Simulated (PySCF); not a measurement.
# Reading the logs of faulty runs: Cl2HOSi

These are calculations, not measurements. The program is PySCF 2.14.0, an open-source quantum chemistry code, run on an isolated molecule that a program drew, which may never have been made. The molecule is Cl2HOSi (charge 0, doublet), drawn as the SMILES string `O[Si](Cl)Cl`.

Each row is a Hartree-Fock (HF) and frozen-core CCSD(T) single point in the cc-pV(D+d)Z basis, meant for a local HF minimum. Run 1 is clean. Each other run has one planted mistake out of seven kinds, and not every kind appears here: one electron removed, one electron added, multiplicity raised by two, geometry at a saddle point, minimal basis STO-3G, one bond length entered in bohr, all coordinates scaled. The reference is restricted for singlets and unrestricted otherwise, and also for a bond in bohr. Adding or removing an electron swaps singlet and doublet. Electrons count all cores. HOMO and LUMO are orbital energies over both spins, the gradient is its largest component, and the lowest frequency (negative if imaginary) is given only where the gradient is small. Bond lengths are over the 4 bonds as drawn. T1 is the CCSD diagnostic: over 0.02 (restricted) or 0.045 (unrestricted) a single reference is doubtful.

Geometry of the clean run:
```xyz
5
Cl2HOSi, angstrom
O     0.0834    1.7094    2.5273
Si   -0.2942    1.7725    0.9439
Cl   -0.0786   -0.1042    0.1009
Cl    1.0067    3.0965    0.0697
H    -0.1697    0.9585    3.0461
```

| run | electrons | basis functions | <S^2> | HOMO (eV) | LUMO (eV) | gradient (hartree/bohr) | lowest frequency (cm^-1) | mean bond (Å) | longest bond (Å) | T1 | HF (hartree) | CCSD(T) (hartree) | mistake |
|---|---|---|---|---|---|---|---|---|---|---|---|---|---|
| 1 | 57 | 88 | 0.755 | -9.89 | 1.01 | 1.9e-05 | 131 | 1.6741 | 2.069 | 0.0130 | -1283.50919 | -1284.08962 | no fault |
| 2 | 56 | 88 | 0.000 | -18.61 | -7.83 | 1.0e-01 | - | 1.6741 | 2.069 | 0.0183 | -1283.18123 | -1283.77731 | one electron removed |
| 3 | 57 | 33 | 0.755 | -7.76 | 3.41 | 4.4e-02 | - | 1.6741 | 2.069 | 0.0144 | -1269.27018 | -1269.35957 | minimal basis STO-3G |
| 4 | 58 | 88 | 0.000 | -1.03 | 9.45 | 1.2e-01 | - | 1.6741 | 2.069 | 0.0112 | -1283.50773 | -1284.11133 | one electron added |
| 5 | 57 | 88 | 0.901 | -9.74 | 0.88 | 2.1e-02 | - | 2.0365 | 3.078 | 0.0320 | -1283.40698 | -1283.97168 | ? |
| 6 | 57 | 88 | 3.765 | -3.55 | -3.27 | 1.2e-01 | - | 1.6741 | 2.069 | 0.0625 | -1283.19778 | -1283.77212 | ? |

**Which mistake was planted in run 5, and what did it cost?**

The mean bond changes by a factor of 1.216 and the longest by 1.488, so the molecule wasn't scaled as a whole. A length L in bohr read as angstrom grows by (1/0.5292 - 1) L = 0.890 L. The 4 bonds together grew by 4 x 0.3624 = 1.450 Å, which gives L = 1.629 Å. That is bond O1-Si2, 1.629 Å in the clean geometry. So the mistake is: one bond length entered in bohr. Subtracting run 1 and multiplying by 627.51 kcal/mol a hartree, the energy moved by 64.1 kcal/mol in HF and 74.0 kcal/mol in CCSD(T).

**Which mistake was planted in run 6, and what did it cost?**

Electrons, basis and geometry are unchanged, and <S^2> is 3.765, beside S(S+1) = 3.75 for a multiplicity of 4. So the mistake is: multiplicity raised by two. Subtracting run 1 and multiplying by 627.51 kcal/mol a hartree, the energy moved by 195.4 kcal/mol in HF and 199.2 kcal/mol in CCSD(T).

Cautions from the logs. Run 6: T1 is over the limit, so its CCSD(T) energy is less reliable.
